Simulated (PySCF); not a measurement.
Run record: geometry optimisation, `C=C[Si@H]1C=CC1`.

Method: PBE0-D3(BJ)/def2-SVP geometry optimisation, gas phase (PySCF 2.14.0). Start geometry: GFN2-xTB. The command runs a driver script over a list of jobs; the input below is this job's line of settings and its coordinates in Å.

Command:
```bash
OMP_NUM_THREADS=1 python probes_run.py task.json out
```

Input:
```
{"job": {"xc": "PBE0", "basis": "def2-SVP", "d3": "d3bj", "grid": 1, "shake": 0.01, "kind": "geom"}, "charge": 0, "multiplicity": 1}
C     -2.770240     0.335210    -0.068510
C     -1.508860     0.662770    -0.064520
Si    -0.134980    -0.575110    -0.325960
C      1.354480    -0.036550    -1.432010
C      2.195540     0.028460    -0.436500
C      1.432720    -0.338960     0.810990
H     -3.557320     1.094750     0.072930
H     -3.113710    -0.645540    -0.231810
H     -1.221200     1.706600     0.115030
H     -0.626670    -1.942450    -0.446480
H      1.495670     0.159050    -2.463010
H      3.249710     0.307860    -0.444380
H      1.381720     0.459770     1.549830
H      1.815990    -1.230920     1.306850
```

Output:
```
step   0  E = -484.18107481  max force = 0.054494
step   1  E = -484.19199966  max force = 0.006766
step   2  E = -484.19226593  max force = 0.002683
step   3  E = -484.19235334  max force = 0.001198
step   4  E = -484.19236909  max force = 0.000477
step   5  E = -484.19237229  max force = 0.000386
optimisation converged
```

Energies in Eh; «max force» is the largest Cartesian gradient component in Eh/bohr.

Q: Give the first gradient maximum in eV/Å.

A: With 1 Eh/bohr = 51.422 eV/Å, 2.802 eV/Å.

Q: How much energy does the optimisation release, in eV?

A: E(step 0) − E(last step) = 0.011297 Eh, which is 0.307 eV.

Main results: final energy -484.19237 Eh after 5 steps; dipole 0.54 D.

Q: Give the final coordinates.

A: 0.060 Å rms from the input after alignment:
```
atom  x, y, z in Å
C1    -2.8656    0.2000    0.1808
C2    -1.5825    0.5820    0.1700
Si3   -0.1656   -0.6041   -0.0913
C4     1.1893   -0.1189   -1.2812
C5     2.0810   -0.0612   -0.2680
C6     1.3741   -0.4127    1.0273
H7    -3.6885    0.9079    0.3306
H8    -3.1541   -0.8484    0.0386
H9    -1.3532    1.6466    0.3132
H10   -0.7499   -1.9788   -0.2114
H11    1.3844    0.0820   -2.3371
H12    3.1492    0.1955   -0.3429
H13    1.3598    0.4018    1.7706
H14    1.7600   -1.3185    1.5237
```

Q: Estimate the wall time. Hardware: one thread, Arm Neoverse V1 (aarch64) (shared host). And the peak memory of the process?

A: About 40 s, with 0.49 GiB resident at the peak, the Python interpreter and its libraries included.
Labels such as C1 count atoms from 1, the log's own numbers from 0.
